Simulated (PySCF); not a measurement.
**Correlation energy of Cl⁺ (chlorine, charge +1)**

[Ne] 3s1 3p5, high-spin 3P determinant (an excited configuration). All numbers are calculated (PySCF 2.14, the spin-free X2C one-electron Hamiltonian (Gaussian nucleus), in ANO-RCC-VTZP (5s4p2d1f, 34 functions)). Frozen: 1s2; 14 electrons correlated.

```tsv
level	correlation energy (mhartree)
CCSD	-251.25
(T)	-19.59
CCSD(T)	-270.84
```

Diagnostics: T1 = 0.011, D1 = 0.0356, largest double amplitude 0.199.

A double-excitation amplitude exceeds 0.15, a sign of near-degeneracy.

Cost of the coupled-cluster step: roughly 0.9 core-seconds, for 14 correlated electrons.
